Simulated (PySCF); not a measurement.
**Energy of Os²⁺ (osmium, charge +2) between two integer charges**

The 5d beta orbital of [Xe] 4f14 5d6 is emptied in steps (occupation f), with all orbitals relaxed, ending at [Xe] 4f14 5d5. Computed with PySCF 2.14 in aug-cc-pVTZ-PP with ECP60MDF (6s6p5d3f2g, 88 functions), with scalar relativity through the core potential. The exact energy is a straight line in f; departures are measured from the line between the end points of the same method.

```
   f  B3LYP (eV)
   1       0.000
0.75      -0.790
 0.5      -1.061
0.25      -0.801
   0       0.000
```

Question: For B3LYP, how does the orbital energy at f = 1 compare with the removal energy?

Answer: −ε = 22.859 eV against a total-energy difference of 27.044 eV. By Janak's theorem ε = ∂E/∂f, so the gap between them reflects the curvature. Along the path −ε is 24.915 (f = 0.75), 27.016 (f = 0.5), 29.160 (f = 0.25) eV.

Reference removal energy between the ground levels: 25 ± 1.6 eV (theoretical estimate listed by NIST; NIST Atomic Spectra Database, ionization energies). The calculation has no spin-orbit coupling. The determinant left behind need not be the lowest term of the ion.
